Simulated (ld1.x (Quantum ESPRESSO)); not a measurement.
silicon (Si): variants of one TM potential

Base potential:

silicon (Si), norm-conserving Troullier–Martins (Kleinman–Bylander form), made with ld1.x (Quantum ESPRESSO) 7.5 (LDA (PZ), scalar-relativistic). Core [Ne], reference 3s2 3p0 (charge +2). Waves: 3p (bound, empty): rc 1.90 bohr; 3d channel at 0.3 Ry: rc 1.95 bohr; 3s (bound): rc 1.40 bohr. Local part: the s channel. Core correction: Bessel-smoothed model core inside 0.85 bohr.

All-electron outer shells of the reference configuration (LDA (PZ), scalar-relativistic, ld1.x):

```
shell  level (eV)  outermost node (bohr)  outermost maximum (bohr)
   3s      -28.66                   0.72                      1.69
   3p      -20.66                   0.71                      1.89
```

Cutoffs, loose and tight: the cutoffs (Ry, on a coarse ladder) from which the occupation-weighted sum of valence levels, in a spherical-Bessel basis at the reference potential, stays within 10 and 1 mRy of its value at 400 Ry. They do not see the model core or the augmentation charge, which bear on the density cutoff. Test errors are all-electron minus pseudo excitation energies from the reference, over the configurations 3s2 3p2; 3s2 3p1; 3s1 3p0; 3s0 3p4; 3s2 3p2.3; 3s2 3p1.5; 3s1 3p3 (two spin-polarised tests are not counted in the largest error). A dash means not determined; rows that change the core or the reference have their own tests.

Cutoffs are not given where the Bessel-basis levels miss the radial ones by over 6 mRy, ghosts where they miss by over 20 mRy; a channel whose overlap is not positive is not tested.

```csv
change,outcome,"cutoff, loose","cutoff, tight",bound ghosts,largest test error (meV)
base,generated,35 Ry,80 Ry,none,+34
wave 3s (bound): rc 1.40 bohr becomes 3s (bound): rc 1.78 bohr,generated,18 Ry,40 Ry,none,+32
local potential all-electron potential smoothed inside 1.65 bohr (lloc = -1),generated,35 Ry,70 Ry,none,+38
wave 3p (bound): rc 1.90 bohr becomes 3p (bound): rc 2.28 bohr,generated,35 Ry,80 Ry,none,+33
wave 3d channel at 0.3 Ry: rc 1.95 bohr becomes 3d channel at -0.08 Ry: rc 1.95 bohr,generated,35 Ry,80 Ry,none,+34
"type PAW; waves now 3s (bound): rcut 1.20, rcutus 1.40 bohr; 3s channel at 1.95 Ry: rcut 1.20, rcutus 1.40 bohr; 3p (bound): rcut 1.65, rcutus 1.90 bohr; 3p channel at 1.2 Ry: rcut 1.65, rcutus 1.90 bohr; 3d channel at 0.3 Ry: rcut 1.70, rcutus 1.95 bohr; 3d channel at 1.4 Ry: rcut 1.70, rcutus 1.95 bohr; local potential all-electron potential smoothed inside 1.30 bohr (lloc = -1); augmentation BESSEL, radius 1.00 bohr","generated, misses its reference levels by 1.05 eV",–,–,not determined,test run stopped at test 1 of 9 (negative rho)
wave 3d channel at 0.3 Ry: rc 1.95 bohr becomes 3d channel at 0.3 Ry: rc 2.40 bohr,generated,35 Ry,80 Ry,none,+34
core correction Bessel-smoothed model core inside 0.80 bohr,generated,35 Ry,80 Ry,none,+34
"all radii but the core radius scaled by about 0.83 (s 1.16, p 1.58, d 1.62 bohr)",generated,60 Ry,230 Ry,none,+48
"all radii but the core radius scaled by about 0.88 (s 1.24, p 1.68, d 1.72 bohr)",generated,50 Ry,140 Ry,none,+41
wave 3d channel at 0.3 Ry: rc 1.95 bohr becomes 3d channel at 0.3 Ry: rc 2.20 bohr,generated,35 Ry,80 Ry,none,+34
type RRKJ; local potential all-electron potential smoothed inside 1.25 bohr (lloc = -1),generated,30 Ry,45 Ry,none,+47
wave 3s (bound): rc 1.40 bohr becomes 3s (bound): rc 2.00 bohr,generated,15 Ry,35 Ry,none,+40
```
